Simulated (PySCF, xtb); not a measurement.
SnH₂ClBr, SMILES [Cl][SnH2][Br].

xtb 6.7.1 with GFN2-xTB at its own geometry gives an orbital gap of 3.63 eV and a dipole moment of 4.28 D.

Coordinates come from a PBE0-D3(BJ)/def2-SVP optimisation. The def2 effective core potentials stand for the cores of Sn; spin–orbit coupling is left out.

What does CAM-B3LYP/def2-TZVPD (PySCF) give? (Estimate from the structure and the level; the computed values follow.)

gap 8.99 eV (levels -9.89 and -0.90 eV), dipole 2.60 D.
